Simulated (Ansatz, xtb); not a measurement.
Ligand exchange: SbH2Cl + CHBrF2 → SbH3 + CBrClF2

Species: SbH2Cl `[Cl][SbH2]`, singlet; CHBrF2 (bromodifluoromethane) `FC(F)Br`, singlet; SbH3 (stibine) `[SbH3]`, singlet; CBrClF2 `FC(F)(Cl)Br`, singlet. The partners trade Cl for H: Sb–Cl and C–H bonds give way to Sb–H and C–Cl.

Shapes, held fixed at every level: PBE0-D4/def2-TZVP. Programs: Ansatz 0.2.0, xtb 6.7.1. The zero-point and thermal change to 298 K, harmonic and unscaled (PBE0-D4/def2-TZVP), is -13.4 kJ/mol.

Question: Estimate ΔH(298 K) of this reaction.

Answer: The highest level, CCSD(T)/def2-TZVPP, gives ΔH(298 K) = +116.2 kJ/mol; the levels span +105.4 to +172.8. The column of differences is taken from that level and isn't an error. No measured value is set beside it here. For atoms past krypton def2 sets carry core potentials with scalar relativity. Relativity is left out for Br. Outer-core shells of Br, Sb are correlated in most correlated rows, in sets that cover them unevenly.

```
                level                   kind  ΔH(298 K) (kJ/mol)  less CCSD(T)/def2-TZVPP
             GFN2-xTB         semi-empirical              +172.8                    +56.6
          HF/def2-SVP           Hartree–Fock              +140.1                    +23.9
 r2SCAN-D4/def2-TZVPP               meta-GGA              +117.4                     +1.2
  B3LYP-D4/def2-TZVPP          global hybrid              +126.4                    +10.2
   PBE0-D4/def2-TZVPP          global hybrid              +119.8                     +3.6
r2SCAN0-D4/def2-TZVPP          global hybrid              +121.4                     +5.2
       MP2/def2-TZVPP    perturbation theory              +118.4                     +2.2
        CCSD/def2-SVP  coupled cluster or CI              +105.4                    -10.8
   CCSD(T)/def2-TZVPP  coupled cluster or CI              +116.2                      0.0
```
